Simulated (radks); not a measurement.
Species: neutral promethium. Configuration: [Xe] 4f5 6s2. Method: Dirac Kohn-Sham, PBE, spin-unpolarised, spherical densities, finite nucleus; open shells fill j = l - 1/2 first; Fermi nuclear charge, rms radius 4.962 fm; computed with a radial shooting solver on a logarithmic mesh with Libxc functionals.

Spin-orbit splittings of the eigenvalues, e(l+1/2) - e(l-1/2), with zeta = 2 splitting/(2l+1) and mean radii in bohr:

shell  occ.  splitting (eV)  zeta (eV)  <r> j=l-1/2  <r> j=l+1/2
2p        6           560.2      373.5      0.08245      0.08896
3p        6           112.7      75.10       0.2498       0.2624
3d       10           24.41      9.765       0.2339       0.2378
4p        6           24.57      16.38       0.6082       0.6368
4d       10           4.366      1.746       0.6827       0.6929
4f        5          0.4657     0.1331        1.064        1.088
5p        6           3.259      2.173        1.631        1.726
